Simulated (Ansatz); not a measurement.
# Molecular dynamics of F4H2W

Input:

```yaml
crystal:
  periodic: [false, false, false]
  atoms:
    - { symbol: W, position_ang: [0.0, 0.0, 0.0] }
    - { symbol: H, position_ang: [0.0, 0.0, 1.8376] }
    - { symbol: F, position_ang: [1.851215, 0.0, 0.0] }
    - { symbol: F, position_ang: [0.0, 1.851215, 0.0] }
    - { symbol: F, position_ang: [-1.851215, 0.0, 0.0] }
    - { symbol: F, position_ang: [0.0, -1.851215, 0.0] }
    - { symbol: H, position_ang: [0.0, 0.0, -1.8376] }
basis:
  gaussian: { orbitals: def2-SVP }
hamiltonian:
  xc: blyp
  dispersion: d4
md:
  timestep: 0.5
  n_steps: 250
  ensemble: nvt_langevin
  temperature: 2000.0
  initial_velocities: maxwell_boltzmann
  seed: 830468
  friction: 0.001
  temperature_schedule:
    - { n_steps: 62, end_temperature: 2000.0 }
    - { n_steps: 188, end_temperature: 500.0 }
```

Command:

```bash
$ ansatz run input.yaml --threads 2 --pin off --max-ram 3072MiB --backend cpu --events-out ev --progress --plain --runs-dir out
```

It starts from a relaxed structure.

Output, in part (step lines, the closing report, with atoms numbered from 0):

```
md step     0: t =     0.00 fs  T =  1714.3 K (target 2000.0 K)  F+E_penalty+E_count = -12719.26851747 eV  E_kin = 1.551120 eV  (249 SCF iters)
[... lines left out ...]
Total energy: -12719.43965964 eV, -467.4307859458 hartree
Atom 0 at    -0.088521    -0.180400    -0.157275 Å, force    -1.479441    -0.553558    -1.511011 eV/Å
Atom 1 at     0.935010    -0.033726     1.142153 Å, force     0.781688     0.653056     0.646392 eV/Å
Atom 2 at     0.990803     1.184183    -0.818226 Å, force     0.222470     0.433993     0.867558 eV/Å
Atom 3 at    -1.420844     0.676935    -1.352163 Å, force     0.888958    -0.539947     1.687734 eV/Å
Atom 4 at    -1.459324    -0.126446     1.304771 Å, force     0.950750    -0.646641    -1.927855 eV/Å
Atom 5 at     0.385589    -2.032412    -0.057174 Å, force    -0.774687     1.330535     0.784533 eV/Å
Atom 6 at     0.577994    -0.613725    -1.649842 Å, force    -0.589738    -0.677438    -0.547351 eV/Å
Dipole moment:     0.212520    -0.087552     0.047430 e Å
```

The steps, from the saved trajectory:

```tsv
time (fs)	T (K)	potential energy less start (eV)
0	1714	0.000
4	1870	-0.121
8	2143	-0.445
12	2287	-0.527
16	2161	-0.434
20	1717	-0.013
24	1866	-0.131
28	1766	0.122
32	1448	0.338
36	1104	0.682
40	1272	0.455
44	1793	0.003
48	2003	-0.195
52	2026	-0.168
56	1629	0.211
60	2046	-0.229
64	2521	-0.637
68	2655	-0.823
72	2282	-0.600
76	1968	-0.263
80	2039	-0.334
84	2151	-0.404
88	2190	-0.379
92	1867	-0.099
96	2017	-0.158
100	1883	-0.104
104	1978	-0.182
108	1755	0.002
112	1887	-0.132
116	1919	-0.137
120	2031	-0.261
124	2026	-0.236
```

The run went to its last step. The schedule's set-point averaged 999 K over the second half and the system 2071 K, so it lags behind the ramp. A run of 0.12 ps of so small a system gives no equilibrium averages.

The same pairs are bonded in the first frame and the last. Pairs count as bonded within 1.25 times the sum of covalent radii (0.12 Å more for H–H).

Last frame:

```xyz
7
Properties=species:S:1:pos:R:3
W -0.088 -0.180 -0.157
H 0.935 -0.034 1.142
F 0.991 1.184 -0.818
F -1.421 0.677 -1.352
F -1.459 -0.126 1.305
F 0.386 -2.032 -0.057
H 0.578 -0.614 -1.650
```

Run time: 6.5 min on 2 threads of Intel(R) Xeon(R) CPU @ 2.60GHz (Ice Lake) (shared host), peak memory 0.2 GiB.
